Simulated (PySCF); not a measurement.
Working out the ionisation energy of Ti⁺

Ti⁺ [Ar] 3d2 4s1 (4F) → Ti²⁺ [Ar] 3d2 (3F). Computed with PySCF 2.14 in aug-cc-pVTZ (8s7p5d3f2g, 93 functions), with the non-relativistic Hamiltonian (point nucleus). Frozen: [Ar]. Energies in hartree (1 hartree = 27.21139 eV):

| part | Ti⁺ (lower) | Ti²⁺ (upper) |
| --- | --- | --- |
| UHF | -848.209923 | -847.737622 |
| CCSD correlation | -0.014265 | -0.005767 |
| (T) | -0.000094 | 0.000000 |

Question: What does Hartree-Fock give?

Answer: (-847.737622) − (-848.209923) = 0.472301 hartree = 12.852 eV.

Question: What do CCSD and CCSD(T) give?

Answer: The CCSD correlation energies differ by 0.008498 hartree = 0.231 eV and the triples by 0.000094 hartree = 0.003 eV, so CCSD gives 13.083 eV and CCSD(T) 13.086 eV.

Reference: 13.575 eV (measured; NIST Atomic Spectra Database, ionization energies), between the lowest levels; spin-orbit coupling is absent from the calculation.

The calculation is non-relativistic.

What remains against the reference includes basis incompleteness, the frozen core and higher excitations.
